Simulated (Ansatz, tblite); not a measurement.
Spin states of the cluster Si₂B₈ (the lowest singlet isomer of a short search), each relaxed with PBE-D4/def2-SVP in Ansatz. Electronic energies in the gas phase.

The xTB rows come from tblite. HSE06 is defined as in plane-wave codes, on full-range PBE exchange. Correlated methods freeze 18 core orbitals. The rows differ in basis, and correlated rows in double-zeta sets carry the largest basis error. In CCSD on the charge 0 quintet the largest single amplitude is 0.28, so its Hartree–Fock determinant may place the open shell otherwise than the density functionals do. The structure comes from a short search, and lower isomers may exist.

Singlet geometry (C2v within 0.1 Å):

```tsv
atom	x (Å)	y (Å)	z (Å)
B1	-2.161	0.226	1.139
B2	0.730	-0.065	-0.419
B3	0.703	-0.558	1.200
B4	-0.798	0.635	-1.363
B5	1.987	-0.087	-1.437
B6	-2.049	0.659	-0.361
B7	0.645	0.456	-2.034
B8	-0.700	0.043	0.469
Si9	2.475	-0.779	0.375
Si10	-0.832	-0.529	2.429
```

Triplet geometry (C2 within 0.1 Å):

```xyz
10

B     0.754   -2.231    0.809
B    -0.339    0.693   -0.326
B     1.279    0.294   -0.733
B    -1.384   -0.318    0.793
B    -1.075    2.157   -0.625
B    -0.711   -1.738    1.143
B    -1.845    1.151    0.322
B     0.349   -0.691    0.320
Si    0.800    2.143   -1.326
Si    2.172   -1.461   -0.376
```

Quintet geometry:

```
atom   x (Å)   y (Å)   z (Å)
  B1   1.362   0.004  -2.156
  B2  -0.471   0.042   0.670
  B3   0.853  -1.022   0.670
  B4  -0.881   1.064  -0.700
  B5  -1.578   0.259   1.975
  B6   0.107   0.937  -2.014
  B7  -1.793   1.103   0.656
  B8   0.494  -0.052  -0.668
 Si9  -0.258  -1.059   2.479
Si10   2.165  -1.276  -0.911
```

⟨S²⟩: triplet 2.05 at PBE0-D4/def2-TZVP (pure 2.00), quintet 6.05 at PBE0-D4/def2-TZVP (pure 6.00).

Run but left out: HF/STO-3G (singlet: restricted singlet, unstable in another Hartree–Fock run and untested here); HF/def2-SVP, HF/def2-TZVP (singlet: restricted singlet, unstable towards broken spin symmetry); MP2/def2-SVP, MP2/def2-TZVP (triplet: ⟨S²⟩ 2.46 to 2.47, where a pure state has 2.00); MP2/def2-SVP, MP2/def2-TZVP (quintet: ⟨S²⟩ 6.24 to 6.26, where a pure state has 6.00).

Only these spin states were relaxed.

```json
{"level": "PBE-D4/def2-TZVP", "triplet − singlet (kJ/mol)": "85.2", "quintet − singlet (kJ/mol)": "217.3", "lowest of these": "singlet", "remarks": "restricted SCF unstable in HF (singlet)"}
{"level": "r2SCAN-D4/def2-TZVP", "triplet − singlet (kJ/mol)": "75.3", "quintet − singlet (kJ/mol)": "197.5", "lowest of these": "singlet", "remarks": "restricted SCF unstable in HF (singlet)"}
{"level": "r2SCAN0-D4/def2-TZVP", "triplet − singlet (kJ/mol)": "66.9", "quintet − singlet (kJ/mol)": "191.2", "lowest of these": "singlet", "remarks": "restricted SCF unstable in HF (singlet)"}
{"level": "HSE06-D4/def2-TZVP", "triplet − singlet (kJ/mol)": "77.9", "quintet − singlet (kJ/mol)": "212.3", "lowest of these": "singlet", "remarks": "restricted SCF unstable in HF (singlet)"}
```

**Question.** Estimate the rows for GFN1-xTB, PBE0-D4/def2-TZVP, CCSD/def2-SVP, CCSD(T)/def2-SVP.

**Answer.** 
```json
{"level": "GFN1-xTB", "triplet − singlet (kJ/mol)": "-3.4", "quintet − singlet (kJ/mol)": "146.8", "lowest of these": "triplet", "remarks": "–"}
{"level": "PBE0-D4/def2-TZVP", "triplet − singlet (kJ/mol)": "77.2", "quintet − singlet (kJ/mol)": "211.7", "lowest of these": "singlet", "remarks": "restricted SCF unstable in HF (singlet)"}
{"level": "CCSD/def2-SVP", "triplet − singlet (kJ/mol)": "83.4", "quintet − singlet (kJ/mol)": "232.3", "lowest of these": "singlet", "remarks": "large T1 (0.020) (singlet), large T1 (0.052) (quintet), large T1 (0.054) (triplet), restricted SCF unstable (singlet), spin-contaminated (⟨S²⟩ 2.46) (triplet), spin-contaminated (⟨S²⟩ 6.24) (quintet)"}
{"level": "CCSD(T)/def2-SVP", "triplet − singlet (kJ/mol)": "105.7", "quintet − singlet (kJ/mol)": "253.1", "lowest of these": "singlet", "remarks": "large T1 (0.020) (singlet), large T1 (0.052) (quintet), large T1 (0.054) (triplet), restricted SCF unstable (singlet), spin-contaminated (⟨S²⟩ 2.46) (triplet), spin-contaminated (⟨S²⟩ 6.24) (quintet)"}
```

The xTB methods have no spin-polarisation term.
